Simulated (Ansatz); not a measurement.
Saddle point of CH7FGe, singlet (CH₆Ge ([CH3][GeH3]) + HF → CH₅FGe ([CH3][GeH2][F]) + H₂; bonds formed: Ge1–F7, H2–H6; bonds broken: Ge1–H2, H6–F7), PBE0-D4/def2-TZVP structure:

Ge1  (-0.455, 0.055, -0.585)
H2  (-0.510, 1.833, -0.041)
H3  (-0.241, -0.427, -2.024)
H4  (-1.990, 0.216, -0.405)
C5  (0.280, -0.995, 0.863)
H6  (0.371, 1.773, -0.353)
F7  (1.303, 1.130, -0.874)
H8  (-0.225, -1.962, 0.899)
H9  (0.119, -0.484, 1.813)
H10  (1.347, -1.138, 0.707)
(Å)

Energies are electronic, without zero-point energy. Barriers and step energies count from the start structure reached by relaxing down the imaginary mode; all methods use the PBE0-D4 structures, on which another method's saddle can fall below an end. Computed with Ansatz 0.2.0 (basis: def2-TZVPP, with def2-QZVPP for the basis limit); correlated methods freeze the cores. Filled d shells of the heavier atoms are correlated. The def2 sets are not built for correlating such inner shells, so the correlated values are less sure here. B3LYP uses VWN-RPA correlation. Extrapolation: Hartree–Fock as exp(−7.88 √X), correlation as X^−2.97.

| method | barrier (kcal/mol) | step energy (kcal/mol) |
| --- | --- | --- |
| SPW92 | 28.22 | -4.21 |
| PBE-D4 | 32.67 | -7.71 |
| BLYP-D4 | 34.32 | -10.27 |
| r2SCAN-D4 | 34.69 | -9.91 |
| B97M-V | ? | -9.59 |
| PBE0-D4 | 37.32 | -7.19 |
| B3LYP-D4 | ? | -9.54 |
| r2SCAN0-D4 | 38.38 | -8.78 |
| BHLYP-D4 | ? | -9.65 |
| CAM-B3LYP-D4 | 38.36 | -9.59 |
| wB97X-V | 38.50 | -10.01 |
| wB97M-V | 38.03 | -9.37 |
| B2PLYP | 39.18 | -9.82 |
| PBE-QIDH | 40.13 | -8.01 |
| RPA on PBE | 40.11 | -9.32 |
| HF | 51.86 | -11.44 |
| MP2 | 40.32 | -9.32 |
| CCSD | 43.47 | -8.41 |
| CCSD(T) | 41.24 | -8.53 |

Question: Fill in the withheld barriers. (To be estimated.)

Answer: By the calculation: B3LYP-D4 37.80; BHLYP-D4 42.26; B97M-V 37.32 kcal/mol. Each is the energy of the saddle less that of the start structure, by the same method.

For comparison, the barrier by CCSD(T) at an estimated basis limit (MP2 extrapolated from triple and quadruple zeta, plus CCSD(T) − MP2 in triple zeta) is 41.53 kcal/mol.

The T1 diagnostic stays at or below 0.013.

Labels in which every atom is bracketed show which atoms are joined, not bond orders.

For scale, one of the runs: CCSD(T)/def2-TZVPP, 208 basis functions, launched by `ansatz run in.yaml --threads 4 --pin off --events-out ev --progress --plain --max-ram 9574MiB`. Hardware: 4 CPU threads of an Intel Xeon, shared host. Wall time 100 s; peak host memory 2.9 GiB.
